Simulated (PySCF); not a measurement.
# Reading the logs of faulty runs: BGe2H6 cation

All numbers below are calculated, not measured. They come from PySCF 2.14.0, an open-source quantum chemistry program, on an isolated molecule that a program drew, which may never have been made. The molecule is BGe2H6 cation (charge +1, singlet), drawn as the SMILES string `[GeH2+][BH][GeH3]`.

Each row is a Hartree-Fock (HF) and frozen-core CCSD(T) single point in the cc-pVDZ basis, meant for a local HF minimum. Run 1 is clean. Each other run has one planted mistake out of seven kinds, and not every kind appears here: one electron removed, one electron added, multiplicity raised by two, geometry at a saddle point, minimal basis STO-3G, one bond length entered in bohr, all coordinates scaled. The reference is restricted for singlets and unrestricted otherwise, and also for a bond in bohr. Adding or removing an electron swaps singlet and doublet. Electrons count all cores. HOMO and LUMO are orbital energies over both spins, the gradient is its largest component, and the lowest frequency (negative if imaginary) is given only where the gradient is small. Bond lengths are over the 8 bonds as drawn. T1 is the CCSD diagnostic: over 0.02 (restricted) or 0.045 (unrestricted) a single reference is doubtful. Germanium has the cc-pVDZ-PP basis, with a core potential (ECP10MDF) in place of its 10 inner electrons, and its 3s, 3p and 3d shells are frozen in CCSD(T).

Geometry of the clean run:
```xyz
9
BGe2H6 cation, angstrom
Ge    2.2638    2.3320   -1.5647
B     2.3732    0.4312   -0.7770
Ge    0.7041   -0.8788   -0.7440
H     2.4963    2.6414   -3.0335
H     1.8319    3.5453   -0.7593
H     3.4369    0.1147   -0.3398
H     0.4746   -1.1913    0.7285
H    -0.5127   -0.2034   -1.3690
H     1.1401   -2.0974   -1.5461
```

| run | electrons | basis functions | <S^2> | HOMO (eV) | LUMO (eV) | gradient (hartree/bohr) | lowest frequency (cm^-1) | mean bond (Å) | longest bond (Å) | T1 | HF (hartree) | CCSD(T) (hartree) | mistake |
|---|---|---|---|---|---|---|---|---|---|---|---|---|---|
| 1 | 74 | 90 | 0.000 | -15.62 | -5.49 | 1.3e-05 | 52 | 1.6230 | 2.122 | 0.0166 | -614.61252 | -614.92849 | no fault |
| 2 | 74 | 90 | 2.026 | -12.45 | -7.96 | 5.2e-02 | - | 1.6230 | 2.122 | 0.0221 | -614.50474 | -614.81211 | multiplicity raised by two |
| 3 | 74 | 90 | 0.000 | -15.78 | -5.47 | 1.4e-02 | - | 1.5841 | 2.071 | 0.0165 | -614.60840 | -614.92275 | ? |
| 4 | 75 | 90 | 0.766 | -7.03 | 0.81 | 1.8e-02 | - | 1.6230 | 2.122 | 0.0136 | -614.84229 | -615.17200 | ? |

**Which mistake was planted in run 3, and what did it cost?**

The mean and the longest bond both change by the same factor, 0.976, and the gradient is no longer small. So the mistake is: all coordinates scaled. Subtracting run 1 and multiplying by 627.51 kcal/mol a hartree, the energy moved by 2.6 kcal/mol in HF and 3.6 kcal/mol in CCSD(T).

**Which mistake was planted in run 4, and what did it cost?**

It counts 75 electrons, one more than the clean run, at the same geometry and basis. So the mistake is: one electron added. Subtracting run 1 and multiplying by 627.51 kcal/mol a hartree, the energy moved by -144.2 kcal/mol in HF and -152.8 kcal/mol in CCSD(T).

